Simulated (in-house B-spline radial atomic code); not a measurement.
Lu⁺. Computed with a B-spline radial atomic code. Model: all-electron spherical atom, spin shells full or empty, radial basis limit, no spin-orbit coupling, Breit or QED, empty-state partial waves extrapolated as (l+1/2)^-4, RPA, G0W0 and static COHSEX of the highest shell as one setting changes (uncorrelated shells keep exact exchange).

Without the two-electron picture change, core correlation of heavy ions comes too large.

Given: element Lu; charge 1; filled core Xe; hamiltonian one-electron scalar X2C; mean-field start LDA VWN5; highest l of empty states 9; nuclear rms radius 5.37 fm; highest mean-field shell 6s.

Shell: 4f 7 7, 6s 1 1 (electrons up and down).

```json
{"lowest nl shells left uncorrelated": "0", "RPA correlation energy (hartree)": "-6.5431", "G0W0 level (eV)": "-14.288", "G0W0 minus most complete (meV)": "0", "COHSEX level (eV)": "-16.537", "removal by RPA minus most complete (meV)": "0"}
{"lowest nl shells left uncorrelated": "1", "RPA correlation energy (hartree)": "-6.3283", "G0W0 level (eV)": "-14.288", "G0W0 minus most complete (meV)": "0", "COHSEX level (eV)": "-16.537", "removal by RPA minus most complete (meV)": "0"}
{"lowest nl shells left uncorrelated": "2", "RPA correlation energy (hartree)": "-6.1205", "G0W0 level (eV)": "-14.288", "G0W0 minus most complete (meV)": "-0.4", "COHSEX level (eV)": "-16.539", "removal by RPA minus most complete (meV)": "0.4"}
{"lowest nl shells left uncorrelated": "3", "RPA correlation energy (hartree)": "-5.5205", "G0W0 level (eV)": "-14.288", "G0W0 minus most complete (meV)": "0.1", "COHSEX level (eV)": "-16.537", "removal by RPA minus most complete (meV)": "0.1"}
{"lowest nl shells left uncorrelated": "4", "RPA correlation energy (hartree)": "-5.3247", "G0W0 level (eV)": "-14.29", "G0W0 minus most complete (meV)": "-2.1", "COHSEX level (eV)": "-16.543", "removal by RPA minus most complete (meV)": "2.2"}
{"lowest nl shells left uncorrelated": "5", "RPA correlation energy (hartree)": "-4.7253", "G0W0 level (eV)": "-14.289", "G0W0 minus most complete (meV)": "-1.2", "COHSEX level (eV)": "-16.542", "removal by RPA minus most complete (meV)": "1.7"}
{"lowest nl shells left uncorrelated": "6", "RPA correlation energy (hartree)": "-3.7429", "G0W0 level (eV)": "-14.283", "G0W0 minus most complete (meV)": "4.9", "COHSEX level (eV)": "-16.531", "removal by RPA minus most complete (meV)": "-1.6"}
{"lowest nl shells left uncorrelated": "7", "RPA correlation energy (hartree)": "?", "G0W0 level (eV)": "?", "G0W0 minus most complete (meV)": "?", "COHSEX level (eV)": "?", "removal by RPA minus most complete (meV)": "?"}
{"lowest nl shells left uncorrelated": "8", "RPA correlation energy (hartree)": "-2.9765", "G0W0 level (eV)": "-14.299", "G0W0 minus most complete (meV)": "-11", "COHSEX level (eV)": "-16.581", "removal by RPA minus most complete (meV)": "8.2"}
{"lowest nl shells left uncorrelated": "9", "RPA correlation energy (hartree)": "-1.9722", "G0W0 level (eV)": "-14.279", "G0W0 minus most complete (meV)": "8.4", "COHSEX level (eV)": "-16.552", "removal by RPA minus most complete (meV)": "-9.9"}
{"lowest nl shells left uncorrelated": "10", "RPA correlation energy (hartree)": "-1.7815", "G0W0 level (eV)": "-14.3", "G0W0 minus most complete (meV)": "-12.8", "COHSEX level (eV)": "-16.602", "removal by RPA minus most complete (meV)": "-4.3"}
{"lowest nl shells left uncorrelated": "11", "RPA correlation energy (hartree)": "?", "G0W0 level (eV)": "?", "G0W0 minus most complete (meV)": "?", "COHSEX level (eV)": "?", "removal by RPA minus most complete (meV)": "?"}
{"lowest nl shells left uncorrelated": "12", "RPA correlation energy (hartree)": "-0.072749", "G0W0 level (eV)": "-13.698", "G0W0 minus most complete (meV)": "589.2", "COHSEX level (eV)": "-15.698", "removal by RPA minus most complete (meV)": "-684.9"}
```

(1) What follows for lowest nl shells left uncorrelated = 7?

(2) What follows for lowest nl shells left uncorrelated = 11?

Results:

(1) RPA correlation energy -3.5524 hartree; G0W0 level -14.297 eV; G0W0 minus most complete -9.1 meV; COHSEX level -16.566 eV; removal by RPA minus most complete 10.3 meV.

(2) RPA correlation energy -1.1534 hartree; G0W0 level -14.04 eV; G0W0 minus most complete 248 meV; COHSEX level -16.339 eV; removal by RPA minus most complete -254.8 meV.
